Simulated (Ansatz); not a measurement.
Reaction (ligand exchange at the Si–C bond): `CC([SiH3])Br` + `C=C[Si](O)(O)O` → `C=C[Si](O)(O)O[SiH3]` + `CCBr`

Isolated molecules relaxed with PBE0-D4/def2-TZVP in Ansatz; ΔE leaves out vibrations. CCSD(T)/CBS adds triple-zeta CCSD(T) − MP2 to the extrapolated MP2 energy (def2 sets, frozen cores). For Br outer-core shells are correlated without core-valence functions, which leaves a few kJ/mol of doubt a bond. Scalar relativity is left out up to krypton. One conformer a species, not always the lowest.

```tsv
species	CCSD(T)/CBS(def2) energy (Eh)
`CC([SiH3])Br`	-2942.71486
`C=C[Si](O)(O)O`	-594.47286
`C=C[Si](O)(O)O[SiH3]`	-884.79208
`CCBr`	-2652.43806
```

(1) Work out ΔE.

Largest T1 diagnostic among the species: 0.012.

## Answers

(1) ΔE = (-884.79208) + (-2652.43806) − (-2942.71486) − (-594.47286) = -0.04242 Eh = -26.6 kcal/mol.

In def2-TZVPP, CCSD(T) changes the Hartree–Fock value by +6.8 kcal/mol (the triples alone add +1.0 kcal/mol) and MP2 by +6.9 kcal/mol. From PBE to PBE0 (25 % exact exchange), in def2-TZVPP and without D4, ΔE moves by −1.5 kcal/mol.
